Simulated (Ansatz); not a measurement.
Reaction (formal exchange of groups at the Al–S bond): `[SiH3]C[NH][AlH][SH]` + CH₄ → `[CH3][AlH][NH]C[SiH3]` + H₂S

Computed with Ansatz on PBE0-D4/def2-TZVP structures; ΔE is electronic, products minus reactants. CBS: MP2 limit from def2 TZ/QZ plus the TZ coupled-cluster correction, frozen cores. This one scheme is used for every species. DFT in def2-TZVPP. Each species was taken in one conformer, which may not be the lowest.

Is it downhill or uphill in electronic energy at CCSD(T)/CBS, and by how much? (Best estimate.)

Ansatz gave: Uphill: ΔE = +120.0 kJ/mol.

What do these levels give: PBE-D4, r2SCAN-D4, ωB97X-V, ωB97M-V, PBE, r2SCAN, PBE0, SCS-MP2/def2-TZVPP, CCSD/def2-TZVPP, CCSD(T)/def2-TZVPP, HF/CBS(def2), CCSD/CBS(def2)? (Best estimate.)

Ansatz gave: PBE-D4 117.7, r2SCAN-D4 122.1, ωB97X-V 117.8, ωB97M-V 116.3, PBE 115.7, r2SCAN 121.6, PBE0 118.1, SCS-MP2/def2-TZVPP 120.6, CCSD/def2-TZVPP 117.7, CCSD(T)/def2-TZVPP 118.3, HF/CBS(def2) 122.3, CCSD/CBS(def2) 119.3 kJ/mol.

Largest T1 diagnostic among the species: 0.012.

The D4 term adds +3.4 kJ/mol with B3LYP and +2.0 kJ/mol with PBE0; it sums over pairs of atoms, weighted by their polarisabilities, and B3LYP, whose exchange is more repulsive, gets the larger term.

B3LYP here is the variant with VWN-RPA as its local correlation; programs differ in this.
